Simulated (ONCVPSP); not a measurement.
# How hard is this Sc ONCV potential?

```json
{
  "Element": "Sc",
  "Generator": "ONCVPSP 4.0.1",
  "Type": "optimised norm-conserving Vanderbilt (ONCV)",
  "Functional": "LDA (Perdew-Wang 92)",
  "Relativity": "scalar-relativistic",
  "Frozen core": "[Ne]",
  "Valence charge": "11",
  "Reference configuration": "3s2 3p6 3d1 4s2",
  "Partial waves": "3s+4s: rc 2.15 bohr, ncon 5, nbas 9, qcut 5 1/bohr, 2 projectors; 3p: rc 1.10 bohr, ncon 4, nbas 9, qcut 5.9 1/bohr, 2 projectors, debl 0.4 Ha; 3d: rc 2.30 bohr, ncon 4, nbas 9, qcut 7.8 1/bohr, 2 projectors, debl 0.6 Ha",
  "Local potential": "polynomial inside 0.95 bohr (lpopt 1, dvloc0 0 Ha)",
  "Core correction": "Teter function, fcfact 5.25, rcfact 1.6"
}
```

In the p channel the program set the typed energies aside and used -1.234, 0.250 Ha.

Question: For each optimised wave give the share of its norm inside rc, the residual kinetic energy above qcut (Ha) and the cutoffs (Ha) for errors of 10, 1, 0.1 and 0.01 mHa per electron.

Answer:

```
         wave  norm inside rc  residual KE  10 mHa  1 mHa  0.1 mHa  0.01 mHa
           3s           0.984      1.5e-05     4.9    6.5      7.9      19.6
           4s           0.100      3.5e-05     3.6    5.3      9.8      24.4
           3p           0.496      8.1e-04    12.5   17.1    132.7     222.6
p projector 2           0.071      2.3e-04    10.5   14.6     27.3     190.2
           3d           0.736      4.5e-08    15.9   19.7     22.9      25.4
d projector 2           0.195      1.3e-07    16.3   20.6     23.9      26.4
```

The occupied waves need 20 Ha and 133 Ha for 1 and 0.1 mHa.
